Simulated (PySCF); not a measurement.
Compound: CH8NSi2 (doublet state).
Cartesian coordinates in Å at the GFN2-xTB level; atoms count from 1:
```xyz
12
CH8NSi2 angstrom
C     -1.1439    1.5464   -0.1957
Si    -0.5690   -0.0861    0.3985
N     -0.9709   -1.4664   -0.5685
Si     1.7659   -0.1291    0.5082
H     -1.0429    2.4369    0.4016
H     -1.3594    1.7460   -1.2332
H     -1.1592   -0.4080    1.7074
H     -1.9458   -1.7023   -0.6619
H     -0.5193   -1.5830   -1.4613
H      2.2385    0.9708    1.3525
H      2.4009    0.0409   -0.8036
H      2.3065   -1.3669    1.0741
```

The hyperfine couplings belong to this conformer and change with its torsions.

Identity: `[CH2][Si@@H](N)[SiH3]` [radical].

Theory: UKS B3LYP, pcH-1 on C H N Si, non-relativistic, mean-field spin-orbit, GIAO in PySCF. Geometry: GFN2-xTB, one conformer, isolated molecule. A GFN2-xTB geometry isn't a minimum of the functional, and hyperfine couplings can be far from their values at a DFT geometry. Stability of the SCF solution: not tested.

Principal values of hyperfine tensors in MHz (contact, dipolar and spin–orbit terms together), for some of the nuclei:

```
atom  isotope      A1      A2      A3
  C1      13C   14.74   14.98  236.30
 Si4     29Si  -94.89  -71.98  -70.80
  H5       1H  -90.28  -55.39  -17.91
  H7       1H   49.14   50.43   57.68
 Si2     29Si   46.98   49.06   52.15
 H12       1H   24.91   26.02   28.56
 H10       1H   -5.21   -4.25   -0.34
 H11       1H   -3.92   -2.99    0.71
```

Give the isotropic coupling of each nucleus in MHz and in mT (g = 2.0026), and the anisotropic part.

a_iso = (A1 + A2 + A3)/3, Ti = Ai − a_iso; 1 mT corresponds to 28.029 MHz. The tensors hold a spin–orbit part: the run splits a_iso into a_FC + a_SO, and T includes its anisotropic share.

```csv
atom,a_iso (MHz),a_FC,a_SO,a_iso (mT),T1,T2,T3
C1,88.67,88.76,-0.09,3.164,-73.94,-73.69,147.63
Si4,-79.22,-79.31,0.08,-2.826,-15.66,7.24,8.42
H5,-54.52,-54.54,0.02,-1.945,-35.75,-0.86,36.61
H7,52.42,52.42,0.00,1.870,-3.27,-1.99,5.26
Si2,49.40,49.48,-0.08,1.762,-2.41,-0.34,2.75
H12,26.50,26.49,0.00,0.945,-1.59,-0.47,2.06
H10,-3.27,-3.27,0.00,-0.117,-1.95,-0.98,2.93
H11,-2.06,-2.07,0.00,-0.074,-1.85,-0.92,2.77
```

What spin density at the nucleus of C1 lies behind its contact coupling (g_N = 1.40482)?

a_FC = (2μ0/3) gₑ μB g_N μN ρ(0)/(2S·h) = 800.24 MHz × g_N × ρ(0)/(2S), with ρ in bohr⁻³. With a_FC = 88.76 MHz and 2S = 1, ρ(0) = 0.07895 bohr⁻³.

H6 (1H, g_N = 5.58569) isn't in the table. Its spin density at the nucleus is -0.01228 bohr⁻³. What is its contact coupling?

By the same relation, a_FC = -54.9 MHz. Its full tensor has the principal values -90.65, -55.60, -18.33 MHz.

Which nucleus of the table has the largest anisotropic coupling, and what is its form?

C1: -73.9, -73.7, 147.6 MHz, axial, in the ratio −1:−1:+2, the form that spin in one p orbital centred on that nucleus gives.

In a single crystal, with the field along each principal axis of the tensor of Si4 in turn, what first-order splitting does this nucleus give (isotropic g, quadrupole terms neglected)?

2 lines (I = 1/2), spaced by |A_i|/(g × 13.996): 3.39, 2.57, 2.53 mT along the axes of A1, A2 and A3.
